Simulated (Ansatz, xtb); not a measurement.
**C4H10AlNO: which of two isomers lies lower**

Structure X is `C=C[N](C)[AlH][O]C`, a singlet and structure Y is `C=[CH][Al]([NH]C)[O]C`, a singlet. Both are isolated molecules in the gas phase, relaxed with B3LYP-D3(BJ)/def2-SVP; the shapes shown needn't be the lowest conformers.

X (Å):

```xyz
17

C     1.8465    1.5252   -2.4777
C     0.9244    1.5894   -1.4982
C     2.4578    2.3736    0.2009
C    -2.7551    1.2254   -0.3639
Al   -0.2407    2.0273    1.0224
N     1.1087    1.9858   -0.1781
O    -1.8126    1.6128    0.5820
H     2.8935    1.7940   -2.3308
H     1.5498    1.1903   -3.4726
H    -0.1075    1.3003   -1.7298
H     2.8169    3.2312   -0.3977
H     2.4879    2.6628    1.2626
H     3.1748    1.5454    0.0509
H     0.0695    2.4593    2.4968
H    -2.9964    0.1507   -0.2662
H    -2.4123    1.3960   -1.4025
H    -3.6956    1.7891   -0.2271
```

Y (Å):

```yaml
atoms:
  - { symbol: C, position_ang: [-1.1670, -3.0261, 0.2578] }
  - { symbol: C, position_ang: [-0.5773, -2.0868, -0.5024] }
  - { symbol: C, position_ang: [0.8399, 0.9184, -2.2602] }
  - { symbol: C, position_ang: [-2.0207, 1.2937, 2.0761] }
  - { symbol: Al, position_ang: [-0.7105, -0.2040, -0.0676] }
  - { symbol: N, position_ang: [0.0510, 1.0687, -1.0508] }
  - { symbol: O, position_ang: [-1.6040, 0.2029, 1.3217] }
  - { symbol: H, position_ang: [-1.1053, -4.0988, 0.0306] }
  - { symbol: H, position_ang: [-1.7458, -2.7641, 1.1518] }
  - { symbol: H, position_ang: [-0.0190, -2.4461, -1.3792] }
  - { symbol: H, position_ang: [-0.0444, 2.0449, -0.7817] }
  - { symbol: H, position_ang: [0.9281, -0.1471, -2.5283] }
  - { symbol: H, position_ang: [0.3912, 1.4291, -3.1344] }
  - { symbol: H, position_ang: [1.8722, 1.3047, -2.1527] }
  - { symbol: H, position_ang: [-3.1238, 1.3185, 2.1592] }
  - { symbol: H, position_ang: [-1.6177, 1.2412, 3.1055] }
  - { symbol: H, position_ang: [-1.7030, 2.2670, 1.6498] }
```

Task: Estimate which is lower in electronic energy at CCSD(T)/def2-SVP + ΔMP2/def2-TZVPP, and by roughly how much.

Result: The CCSD(T)/def2-SVP + ΔMP2/def2-TZVPP calculation puts structure Y lower, by 5.7 kcal/mol.

Level by level:

```tsv
level	geometry	E(Y) − E(X) (kcal/mol)	departure from the last row (kcal/mol)	job, with rough time for the two
B3LYP-D3(BJ)/def2-SVP	B3LYP-D3(BJ)/def2-SVP	−1.5	+4.1	optimisation, 2.5 min
HF/def2-SVP	B3LYP-D3(BJ)/def2-SVP	−5.7	−0.1	part of the CCSD(T) run
MP2/def2-SVP	B3LYP-D3(BJ)/def2-SVP	−2.3	+3.4	part of the CCSD(T) run
CCSD(T)/def2-SVP	B3LYP-D3(BJ)/def2-SVP	−3.0	+2.7	single point
CCSD(T)/def2-SVP + ΔMP2/def2-TZVPP	B3LYP-D3(BJ)/def2-SVP	−5.7		single point, 92 s
```

As drawn, Y has 1 C–Al, 1 N–H in place of 1 C–N, 1 Al–H.

The levels shown agree on the order. The largest departure from CCSD(T)/def2-SVP + ΔMP2/def2-TZVPP is that of B3LYP-D3(BJ)/def2-SVP, 4.1 kcal/mol. A small imaginary or near-zero mode remains, so no thermal terms are given. Levels run at GFN2-xTB geometries aren't shown. The last row adds to CCSD(T) the change of the MP2 difference between the two basis sets, here −2.7 kcal/mol.

The correlated steps freeze 11 core orbitals. Run with Ansatz 0.2.0, xtb 6.7.1; the last row on 4 threads of Arm Neoverse V1 on a shared host.
